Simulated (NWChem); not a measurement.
# C₃H₃Cl₂F; SMILES [C@H]1(CC1(Cl)Cl)F

Computed with NWChem. Pople sets run with spherical d functions. Structure relaxed at the PBE-D3(BJ)/def2-SVP level. Level: M06-2X/6-31G* with COSMO at NWChem's default radii, gas-phase geometry; rows give the dielectric constant.

```csv
dielectric constant,electrostatic solvation energy (kcal/mol),dipole in solution (D)
1.5,-1.2,2.39
2.0,-1.9,2.50
7.6,-3.4,2.78
11.7,-3.6,2.82
20.7,-3.8,2.85
```
